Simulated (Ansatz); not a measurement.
B₈P₈H₂₂⁻, a nanocrystal cut from wurtzite BP (hydrogen-capped). The state is a doublet with charge -1. Geometry PBE-D4/def2-SVP, that of the neutral singlet; atoms count from 1.

```tsv
atom	x (Å)	y (Å)	z (Å)
B1	1.704	3.173	-0.762
P2	-0.230	3.493	-0.653
P3	1.876	1.226	-0.636
B4	1.216	0.528	1.072
B5	-1.340	1.899	-0.470
P6	-0.734	0.919	1.122
P7	1.395	-1.418	1.213
B8	0.743	-2.104	2.928
B9	-1.814	-0.707	1.353
P10	-1.164	-1.640	2.938
B11	0.987	0.341	-2.147
P12	-0.963	0.698	-1.981
P13	1.234	-1.581	-1.940
B14	0.503	-2.316	-0.289
B15	-2.039	-0.936	-1.869
P16	-1.420	-1.809	-0.228
H17	2.246	3.691	0.204
H18	2.113	3.558	-1.849
H19	-0.562	4.407	0.393
H20	-0.714	4.236	-1.773
H21	3.268	0.907	-0.715
H22	1.778	1.080	2.007
H23	-2.530	2.156	-0.401
H24	-0.983	1.756	2.255
H25	2.789	-1.724	1.125
H26	1.300	-1.510	3.840
H27	0.859	-3.321	2.961
H28	-3.003	-0.439	1.414
H29	-1.524	-0.885	4.096
H30	-1.993	-2.786	3.142
H31	1.431	0.732	-3.214
H32	-1.339	1.406	-3.164
H33	2.629	-1.886	-2.011
H34	0.766	-2.296	-3.083
H35	0.656	-3.526	-0.236
H36	-3.220	-0.638	-1.751
H37	-1.777	-1.655	-2.828
H38	-2.146	-3.028	-0.062
```

Single mean-field runs in def2-TZVP are fitted with def2-universal-jkfit. The highest occupied level of the charge -1 doublet lies above zero (up to 1.25 eV). Energy differences disagree on whether the electron is bound (positive means bound): -0.06 eV (vertical, against the charge 0 singlet, at PBE0-D4/def2-TZVP), but 0.21 eV at PBE-D4/def2-TZVP.

Estimate the Mulliken populations of the heavy atoms from the PBE0/def2-TZVP orbitals of Ansatz.


| atom | charge (e) | spin (α − β) |
| --- | --- | --- |
| B1 | -0.29 | 0.02 |
| P2 | 0.00 | 0.03 |
| P3 | 0.02 | -0.01 |
| B4 | -0.10 | 0.07 |
| B5 | 0.06 | -0.11 |
| P6 | -0.11 | 0.16 |
| P7 | 0.02 | -0.01 |
| B8 | -0.29 | 0.02 |
| B9 | 0.06 | -0.11 |
| P10 | 0.00 | 0.03 |
| B11 | -0.02 | 0.02 |
| P12 | -0.04 | 0.14 |
| P13 | -0.02 | -0.01 |
| B14 | -0.02 | 0.02 |
| B15 | -0.35 | -0.01 |
| P16 | -0.04 | 0.14 |
Mulliken values depend strongly on the basis.

Where does the spin sit?

Summed by element: B -0.09, P 0.46, H 0.62, of 1 unpaired in all. Largest on single atoms: H24 0.19, H32 0.17, H38 0.17.

And the Mayer bond orders between heavy atoms (over 0.3)?

B1–P2 0.90 (1.96 Å); B1–P3 0.91 (1.96 Å); P2–B5 0.83 (1.95 Å); P3–B4 0.88 (1.96 Å); P3–B11 0.88 (1.96 Å); B4–P6 0.90 (1.99 Å); B4–P7 0.88 (1.96 Å); B5–P6 0.81 (1.97 Å); B5–P12 0.84 (1.97 Å); P6–B9 0.81 (1.97 Å); P7–B8 0.91 (1.96 Å); P7–B14 0.88 (1.96 Å); B8–P10 0.90 (1.96 Å); B9–P10 0.83 (1.95 Å); B9–P16 0.84 (1.97 Å); B11–P12 0.89 (1.99 Å); B11–P13 0.86 (1.95 Å); P12–B15 0.88 (1.96 Å); P13–B14 0.86 (1.95 Å); B14–P16 0.89 (1.99 Å); B15–P16 0.88 (1.96 Å).
